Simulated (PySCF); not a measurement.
## Ir: ionisation energy

Ir [Xe] 4f14 5d7 6s2 (4F) → Ir⁺ [Xe] 4f14 5d7 6s1 (5F), as a difference of total energies. All numbers are calculated (PySCF 2.14, a scalar-relativistic core potential, in aug-cc-pwCVQZ-PP with ECP60MDF (9s9p8d5f4g3h, 180 functions)). Correlated levels: valence: 5s2 5p6 frozen; valence and next inner shell: nothing frozen outside the core potential. The calculations carry no spin-orbit coupling.

```csv
method,ionisation energy (eV),error (eV)
UHF,7.028,-1.898
LDA,9.348,+0.422
PBE,8.917,-0.009
PBE0,8.636,-0.290
r2SCAN,8.694,-0.232
MP2 (valence),8.754,-0.172
SCS-MP2 (valence),8.926,0.000
MP2 (valence and next inner shell),8.968,+0.042
SCS-MP2 (valence and next inner shell),9.030,+0.104
```

Reference: 8.926 eV (measured; NIST levels, between the centres of gravity of the two terms).
